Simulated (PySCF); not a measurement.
First SCF of a structure search on sextet RuCl₂⁺, at a hand-made linear geometry. PySCF input:

```python
from pyscf import gto, scf, dft
mol = gto.M(atom='''
Ru     0.000000     0.000000     0.000000
Cl     0.000000     0.000000     2.195200
Cl     0.000000     0.000000    -2.195200''',
    basis={'Ru': 'def2-TZVP', 'Cl': 'def2-TZVP'},
    ecp={'Ru': 'def2-TZVP'},
    charge=1, spin=5)
mf = dft.UKS(mol, xc='PBE0')
mf.grids.atom_grid = (50, 194)
aux = {'Ru': 'def2-universal-JKFIT', 'Cl': 'def2-universal-JKFIT'}
mf = mf.density_fit(auxbasis=aux)
mf.conv_tol = 1e-08
mf.diis_space = 10
mf.max_cycle = 60
mf.init_guess = 'minao'
mf.verbose = 4
mf.kernel()
```

Excerpt of the output (cycles alone):

```
init E= -1007.23715872785
cycle= 1 E= -1013.20533135324  delta_E= -5.97  |g|= 1.69  |ddm|= 3.08
cycle= 2 E= -1004.04209094447  delta_E= 9.16  |g|= 3.41  |ddm|= 4.85
cycle= 3 E= -1014.51908903714  delta_E= -10.5  |g|= 0.437  |ddm|= 4.68
cycle= 4 E= -1014.56985066213  delta_E= -0.0508  |g|= 0.514  |ddm|= 0.877
cycle= 5 E= -1014.6454450959  delta_E= -0.0756  |g|= 0.362  |ddm|= 0.178
cycle= 6 E= -1014.67784397969  delta_E= -0.0324  |g|= 0.256  |ddm|= 0.0991
cycle= 7 E= -1014.71123122126  delta_E= -0.0334  |g|= 0.0388  |ddm|=  0.2
cycle= 8 E= -1014.71194333796  delta_E= -0.000712  |g|= 0.0107  |ddm|= 0.0271
cycle= 9 E= -1014.71200469587  delta_E= -6.14e-05  |g|= 0.00316  |ddm|= 0.0123
cycle= 10 E= -1014.71201022462  delta_E= -5.53e-06  |g|= 0.00039  |ddm|= 0.0034
cycle= 11 E= -1014.71201059036  delta_E= -3.66e-07  |g|= 0.00013  |ddm|= 0.00092
cycle= 12 E= -1014.71201065527  delta_E= -6.49e-08  |g|= 8.57e-05  |ddm|= 0.000507
cycle= 13 E= -1014.71201066531  delta_E= -1e-08  |g|= 1.58e-05  |ddm|= 0.000184
cycle= 14 E= -1014.71201066589  delta_E= -5.84e-10  |g|= 2.27e-06  |ddm|= 5.73e-05
Extra cycle  E= -1014.71201066589  delta_E= 1.14e-12  |g|= 4.15e-06  |ddm|= 4.94e-06
converged SCF energy = -1014.71201066589  <S^2> = 8.7611639  2S+1 = 6.0037202
```

No lower solution of this spin was found from smeared starts or by a stability analysis within the unrestricted form.

Other spin states or occupations of the open shell can lie lower.

The search for the lowest solution, 3 starts and the stability check together, took 12 s on 4 threads of a shared Intel Xeon Platinum 8259CL @ 2.50GHz (Skylake/Cascade Lake) host, with 114 basis functions; the process peaked at 0.44 GiB. Launch command: `OMP_NUM_THREADS=4 python axn.py task.json out`.
